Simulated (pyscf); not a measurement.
## [H₃C–S–Zn]•, doublet

Gas-phase minimum from PySCF at ωB97X-D3(BJ)/def2-SVP, one conformer. Other isomers of [H₃C–S–Zn]• were not searched in full and may lie lower. 

```
C
H 1 1.0999
H 1 1.1001 2 107.88
H 1 1.1001 2 107.84 3 117.97
S 1 1.8271 2 107.17 4 121.04
Zn 5 2.2482 1 99.40 2 -179.04
```
Charge 0, spin multiplicity 2.

Properties at ωB97X-D3(BJ)/def2-SVP:

Harmonic wavenumbers, unscaled: 114, 149, 335, 745, 966, 968, 1353, 1469, 1470, 3071, 3174, 3179 cm⁻¹
Zero-point energy: 24.3 kcal/mol
Rotational symmetry number: 1
Entropy of this conformer at 298 K and 1 atm, rigid rotor and harmonic oscillator, modes under 100 cm⁻¹ raised to 100: 311.7 J/(mol K)
Dipole moment: 2.48 D
Spin expectation value S2: 0.756

Single-point totals, which compare only within one level:

| level | total energy (hartree) |
|---|---|
| ωB97X-D3(BJ)/def2-TZVP | -2217.50997 |
| PBE/def2-TZVP | -2217.02202 |
| r²SCAN/def2-TZVP | -2217.44838 |
| B3LYP-D3(BJ)/def2-TZVP | -2217.59730 |
| PBE0-D3(BJ)/def2-TZVP | -2217.08263 |
| M06-2X/def2-TZVP | -2217.45340 |
| ωB97M-D3(BJ)/def2-TZVP | -2217.60076 |

Soft torsions are taken as harmonic, which can shift the entropy by several J/(mol K). Elements up to Kr have no core potential and no relativistic terms here.
